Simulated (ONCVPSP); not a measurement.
Before and after: ONCV potential for rhodium

ONCVPSP 4.0.1 input, shortened (lines: element, Z, core and valence counts, functional; n l f; lmax; l rc ep ncon nbas qcut; lloc lpopt rc5 dvloc0; l nproj debl; icmod fcfact rcfact), LDA (Perdew-Wang 92), scalar-relativistic:

```
  Rh 45.00    6    3  -001012      upf
    1    0    2.00
    2    0    2.00
    2    1    6.00
    3    0    2.00
    3    1    6.00
    3    2   10.00
    4    0    2.00
    4    1    6.00
    4    2    8.00
    2
    0    1.60    0.00    5    8    9.10
    1    1.40    0.00    4    8    9.20
    2    1.35    0.00    4    8    6.10
    4    4    0.85    0.00
    0    2    1.40
    1    2    2.10
    2    1    1.30
    2    0.70    0.85
```

In the s channel the program set the typed energies aside and used -3.319, 0.250 Ha. In the p channel the program set the typed energies aside and used -2.143, 0.250 Ha.

All-electron outer shells of the reference configuration (LDA (PZ), scalar-relativistic, ld1.x):

| shell | level (eV) | outermost node (bohr) | outermost maximum (bohr) |
| --- | --- | --- | --- |
| 4s | -90.31 | 0.47 | 0.88 |
| 4p | -58.32 | 0.47 | 0.94 |
| 4d | -13.85 | 0.46 | 1.15 |

Change: p: qcut 10.7.

Cutoffs: the cutoffs (Ha) at which the residual kinetic energy of the hardest occupied pseudo-wave falls to 1 and 0.1 mHa per electron; they do not see the model core or the augmentation charge, which bear on the density cutoff. Errors are all-electron minus pseudo energies relative to the spin-unpolarised reference configuration.

Question: Predict the effect on cutoff, ghosts and configuration errors.

Answer: The potential gets neither clearly harder nor softer (77 Ha and 126 Ha → 77 Ha and 126 Ha); the d channel sets the loose cutoff, while the largest relative change is in p, which becomes harder; the errors of the 4 common tests hardly move; neither file shows a bound ghost.

```tsv
quantity	base	changed
cutoff, loose	77 Ha	77 Ha
cutoff, tight	126 Ha	126 Ha
loose cutoff by channel	s 30 Ha, p 29 Ha, d 77 Ha	s 30 Ha, p 35 Ha, d 77 Ha
bound ghosts	none	none
GHOST(+) flags under 300 eV	s at 220.7 eV	s at 220.7 eV
error for 4s2 4p6 4d8 5s1, meV [ΔE -7.78 eV]	+1.4	+1.4
error for 4s2 4p6 4d7, meV [ΔE 19.77 eV]	+0.1	+0.1
error for 4s2 4p6 4d6, meV [ΔE 52.51 eV]	+5.3	+5.1
error for 4s2 4p6 4d7 5s1, meV [ΔE 3.56 eV]	+2.0	+2.1
s: phases at 1.62 bohr within 0.05 rad from the reference energy up to (Ha; the scan ends near 5)	to the end of the scan	to the end of the scan
p: phases at 1.42 bohr within 0.05 rad from the reference energy up to (Ha; the scan ends near 5)	to the end of the scan	to the end of the scan
d: phases at 1.37 bohr within 0.05 rad from the reference energy up to (Ha; the scan ends near 5)	to the end of the scan	to the end of the scan
rms error of d²Exc/dni dnj with the model core, mHa	0.53	0.57
```
